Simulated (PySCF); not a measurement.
Geometry (Å), atoms numbered from 1 in this order:
```xyz
12

Si    1.7950   -0.4834   -0.2917
C     0.6905    0.9827    0.1153
C    -0.6329    1.0062    0.2626
Si   -1.8283   -0.4413    0.1072
H     2.7106   -0.6934    0.8357
H     2.5805   -0.1407   -1.4832
H     1.0209   -1.6992   -0.5356
H     1.2307    1.9194    0.2444
H    -1.0959    1.9612    0.5024
H    -3.1867    0.0919    0.2548
H    -1.5777   -1.4224    1.1666
H    -1.7054   -1.0816   -1.2045
```

[PySCF 2.14.0 with density-fitted response routines: shieldings: GIAO PBE0/pcSseg-1; coordinates at the GFN2-xTB level; averaged over atoms made equivalent by symmetry, fast rotation or ring inversion; one conformer; gas phase; non-relativistic]

Shifts are taken against calculated references (same method and geometry level): $^{13}$C and $^{1}$H and $^{29}$Si against TMS.

```json
{"atoms": "Si1/Si4", "nucleus": "$^{29}$Si", "count": "2", "Hirshfeld charge": "0.31", "δ (ppm)": "?"}
{"atoms": "H8/H9", "nucleus": "$^{1}$H", "count": "2", "Hirshfeld charge": "0.04", "δ (ppm)": "7.30"}
{"atoms": "H5/H6/H7/H10/H11/H12", "nucleus": "$^{1}$H", "count": "6", "Hirshfeld charge": "-0.07", "δ (ppm)": "?"}
{"atoms": "C2/C3", "nucleus": "$^{13}$C", "count": "2", "Hirshfeld charge": "-0.13", "δ (ppm)": "152.8"}
```

Fill in the missing shifts.

Answers


- H5/H6/H7/H10/H11/H12: 4.21 ppm, hydrogen on a silicon bonded to C
- Si1/Si4: -85.0 ppm, silicon bonded to C, 3 H

Shifts are as computed. Against solution values, carbons near 30 ppm lie about +3 ppm off and those near 130 ppm about +5 ppm. Of 1211 compounds with measured shifts, 218 miss one by over three times the rms of a fit or turn the order of signals round; such compounds aren't used in these exercises.
